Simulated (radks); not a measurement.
Results of a calculation; reference values are marked as such.
Task: Species: Sn II. Configuration: [Kr] 4d10 5s2 6p1 (not the ground configuration). Code: a radial shooting solver on a logarithmic mesh with Libxc functionals. Model: scalar-relativistic Kohn-Sham, LDA (Slater exchange, Perdew-Wang correlation), spin-polarised, spherical densities, point nucleus; open shells are filled with parallel spins first (spin-orbit coupling, left out, can overturn this in heavy ions). Some entries of the table are withheld. Estimate them.

| orbital | occ. | eigenvalue (hartree) | <1/r> (bohr^-1) | <r^2> (bohr^2) |
|---|---|---|---|---|
| 1s up | 1 | -1065.481 | 53.03 | 0.001145 |
| 1s down | 1 | -1065.481 | 53.03 | 0.001145 |
| 2s up | 1 | -161.2868 | 12.10 | 0.01860 |
| 2s down | 1 | -161.2868 | 12.10 | 0.01860 |
| 2p up | 3 | -144.9249 | 11.64 | 0.01467 |
| 2p down | 3 | -144.9247 | 11.64 | 0.01467 |
| 3s up | 1 | -31.48812 | 4.295 | 0.1321 |
| 3s down | 1 | -31.48796 | 4.295 | 0.1321 |
| 3p up | 3 | -26.14076 | 4.091 | 0.1327 |
| 3p down | 3 | -26.14059 | 4.091 | 0.1327 |
| 3d up | 5 | -17.88332 | 3.863 | 0.1177 |
| 3d down | 5 | -17.88316 | 3.863 | 0.1177 |
| 4s up | 1 | -5.38623 | 1.700 | 0.7582 |
| 4s down | 1 | -5.38588 | 1.700 | 0.7581 |
| 4p up | 3 | -3.76562 | 1.542 | 0.8969 |
| 4p down | 3 | -3.76522 | 1.542 | 0.8968 |
| 4d up | 5 | -1.42342 | 1.222 | 1.420 |
| 4d down | 5 | -1.42264 | 1.222 | 1.419 |
| 5s up | 1 | -0.81113 | 0.5809 | 5.569 |
| 5s down | 1 | -0.80822 | 0.5814 | 5.553 |
| 6p up | 1 | (1) | 0.1895 | 49.86 |
| 6p down | 0 | (2) | 0.1855 | 52.21 |

Result: 
(1) 6p up eigenvalue (hartree): -0.17324
(2) 6p down eigenvalue (hartree): -0.15558
